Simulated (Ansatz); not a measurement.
System: H$_{2}$GeOF, charge 0, doublet. H2GeOF (SMILES [O][GeH2][F], doublet).
B3LYP-D3(BJ)/def2-TZVP minimum from Ansatz (a quantum-chemistry and plane-wave program):
```
Ge
F 1 1.7439
O 1 1.7848 2 109.49
H 1 1.5315 2 106.80 3 115.99
H 1 1.5315 4 118.74 2 -120.66
```
Charge 0, spin multiplicity 2.

Atomisation energy term by term, kcal/mol (programs: Ansatz). Radicals and triplets start from unrestricted determinants; spin-orbit coupling is neglected. Cores are frozen in correlated methods (noble-gas shells, and filled d and f shells in the p block). No relativity. CBS(X,Y): correlation extrapolated as X^-3, Hartree-Fock from the larger set. A bracket is a step between two methods taken in the basis named. Where a partner has so few electrons that a lower coupled-cluster level is exact, that level stands in.

| term | basis | kcal/mol |
|---|---|---|
| Hartree-Fock | cc-pVQZ | 233.51 |
| CCSD correlation | CBS(cc-pVTZ,cc-pVQZ) | 102.21 |
| (T) | CBS(cc-pVTZ,cc-pVQZ) | 6.87 |
| CCSDT(Q) - CCSD(T) | cc-pVDZ | 0.83 |
| sum: De |  | 343.4 |
